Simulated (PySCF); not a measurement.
A structure optimised at B3LYP-D3(BJ)/def2-SVP, used in a PySCF frequency run:

```
C
H 1 1.1040
H 1 1.1040 2 105.94
C 1 1.5430 2 109.62 3 -118.20
H 4 1.1050 1 109.88 2 -64.15
H 4 1.1050 5 105.63 1 118.47
C 4 1.4628 5 108.77 6 116.61
C 7 1.2116 6 150.76 4 177.80
H 8 1.0732 6 161.21 4 179.05
Si 1 1.8965 2 108.93 3 117.05
N 10 1.7346 1 115.97 2 -57.56
H 11 1.0153 10 120.29 1 72.34
H 11 1.0153 12 110.72 10 147.74
H 10 1.4942 11 107.63 12 -48.48
H 10 1.4942 14 109.87 11 116.91
```
Charge 0, spin multiplicity 1.

Write its SMILES, formula and point group.

C#CCC[SiH2]N, C4H9NSi, Cs

What are its rotational constants (standard atomic weights)?

12.213, 0.97865, 0.93126 GHz
